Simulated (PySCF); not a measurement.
# 3-chloro-1,2-benzisothiazole, C7H4ClNS

Molfile (atoms numbered from 1):
```
C7H4ClNS
     RDKit          3D

 14 15  0  0  0  0  0  0  0  0999 V2000
    3.1321   -1.6911    0.2077 Cl  0  0  0  0  0  0  0  0  0  0  0  0
    2.1989   -0.3017   -0.1031 C   0  0  0  0  0  0  0  0  0  0  0  0
    2.7764    0.8017   -0.4618 N   0  0  0  0  0  0  0  0  0  0  0  0
    1.6974    2.0125   -0.7107 S   0  0  0  0  0  0  0  0  0  0  0  0
    0.3224    1.0207   -0.3163 C   0  0  0  0  0  0  0  0  0  0  0  0
   -1.0292    1.3383   -0.2913 C   0  0  0  0  0  0  0  0  0  0  0  0
   -1.9174    0.3459    0.0636 C   0  0  0  0  0  0  0  0  0  0  0  0
   -1.4789   -0.9420    0.3890 C   0  0  0  0  0  0  0  0  0  0  0  0
   -0.1421   -1.2638    0.3659 C   0  0  0  0  0  0  0  0  0  0  0  0
    0.7742   -0.2734    0.0095 C   0  0  0  0  0  0  0  0  0  0  0  0
   -1.3641    2.3320   -0.5429 H   0  0  0  0  0  0  0  0  0  0  0  0
   -2.9742    0.5644    0.0918 H   0  0  0  0  0  0  0  0  0  0  0  0
   -2.2062   -1.6913    0.6620 H   0  0  0  0  0  0  0  0  0  0  0  0
    0.2097   -2.2528    0.6145 H   0  0  0  0  0  0  0  0  0  0  0  0
  1  2  1  0
  2  3  2  0
  3  4  1  0
  4  5  1  0
  5  6  2  0
  6  7  1  0
  7  8  2  0
  8  9  1  0
  9 10  2  0
 10  2  1  0
 10  5  1  0
  6 11  1  0
  7 12  1  0
  8 13  1  0
  9 14  1  0
M  END
```

Theory: PySCF, GIAO B3LYP/pcSseg-1 magnetisability, rotational g tensor and spin-rotation constants, non-relativistic, gas phase. Geometry: GFN2-xTB.

Question: Give the nuclear spin-rotation constants along the inertial axes (H = +C I·J) beside the isotropic shieldings.

Answer: Rotational constants 1.5857, 0.9366, 0.5888 GHz. A star marks the isotopologue with that one atom substituted, in its own axes.
```csv
atom,isotope,Caa (kHz),Cbb (kHz),Ccc (kHz),mean (kHz),σ (ppm)
Cl1,35Cl,0.332,0.309,0.152,0.264,697.8
N3,14N,0.367,0.225,0.028,0.206,-66.6
H11,1H,-0.031,0.026,-0.057,-0.021,23.8
H12,1H,0.173,-0.098,-0.057,0.006,24.2
H13,1H,-0.112,0.071,-0.057,-0.032,24.2
H14,1H,-0.048,0.042,-0.057,-0.021,23.5
C2,13C*,0.777,0.300,0.157,0.412,25.3
S4,33S*,0.556,0.495,0.228,0.426,142.8
C5,13C*,0.742,0.460,0.097,0.433,15.9
C6,13C*,0.658,0.388,0.066,0.370,55.7
C7,13C*,0.791,0.336,0.066,0.398,48.7
C8,13C*,0.592,0.446,0.064,0.367,51.0
C9,13C*,0.617,0.429,0.065,0.371,52.0
C10,13C*,0.730,0.373,0.080,0.394,44.8
```
For the geometry as given, no vibrational averaging.
